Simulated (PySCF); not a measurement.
# How methods differ on the ionisation energy of Rb(10+)

Rb(10+) [Ar] 3d9 (2D) → Rb(11+) [Ar] 3d8 (3F), as a difference of total energies. Computed with PySCF 2.14 in an even-tempered Gaussian basis (20 s from 0.49 bohr⁻², ratio 2.5; 13 p from 0.64 bohr⁻², ratio 2.5; 9 d from 0.64 bohr⁻², ratio 2.5; 4 f from 5 bohr⁻², ratio 2.7; 4 g from 7.5 bohr⁻², ratio 2.7), with the spin-free X2C one-electron Hamiltonian (Gaussian nucleus). The calculations carry no spin-orbit coupling.

```
method  ionisation energy (eV)
   UHF                  313.45
 B97-3                  315.38
revPBE                  315.11
```

The reference lies between the lowest fine-structure levels, while these numbers refer to the centres of the terms.

For comparison: 313.1 ± 2.4 eV (theoretical estimate listed by NIST; NIST Atomic Spectra Database, ionization energies).
